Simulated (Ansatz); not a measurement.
Total energies of H5InO4Si (`O[Si](O)(O)[O][InH2]`).

Z-matrix (Å, degrees):
```
Si
O 1 1.634
O 1 1.632 2 105.7
In 1 2.918 2 133.4 3 -177.0
O 1 1.692 2 112.8 3 -112.7
O 1 1.591 2 114.6 3 134.6
H 2 0.959 1 115.3 3 -156.9
H 3 0.958 1 116.4 2 30.6
H 4 1.707 1 108.7 2 177.6
H 4 1.707 1 113.7 2 10.1
H 5 0.959 1 118.8 2 86.8
```

Total charge 0; spin multiplicity 1. Correlated methods include outer-core shells of In, which these sets cover unevenly. In: def2 effective core potential. The geometry is a stationary point of PBE0-D4/def2-TZVP. It is one conformer, not always the lowest. Basis def2-TZVPP, Ansatz.

RPA on PBE orbitals: Hartree–Fock energy of these orbitals -780.80884 Eh, correlation -2.05676 Eh (frozen core).

```csv
functional,energy without D4 (Eh),D4 term (kJ/mol)
LDA (SPW92),-780.28122,–
revPBE,-783.78025,-75.8
BLYP,-783.80738,-59.0
r2SCAN,-783.81709,-6.5
B97M-V,-783.75438,–
r2SCAN0,-783.73331,-7.8
BHLYP,-783.68883,-36.5
CAM-B3LYP,-783.81057,-23.9
LC-ωPBE,-783.68002,–
PBE-QIDH,-783.14752,–
```

(1) Give the same for PBE, PBE0, B3LYP, r2SCANh, HSE06 (plane-wave form), ωB97X-V, ωB97M-V, B2PLYP. (Estimate.)

B3LYP takes the VWN-RPA correlation (the form of Gaussian; ORCA's B3LYP/G). HSE06 is the plane-wave form, built on full-range PBE exchange. The double hybrids freeze the cores in their second-order part.

## Answers

(1) The calculation gave: 
```tsv
functional	energy without D4 (Eh)	D4 term (kJ/mol)
PBE	-783.43523	-27.3
PBE0	-783.46454	-23.2
B3LYP	-783.99728	-44.3
r2SCANh	-783.78284	-7.0
HSE06 (plane-wave form)	-783.44328	-21.8
ωB97X-V	-783.74420	–
ωB97M-V	-783.75964	–
B2PLYP	-783.39135	–
```

LC-ωPBE has ω = 0.4 bohr⁻¹.
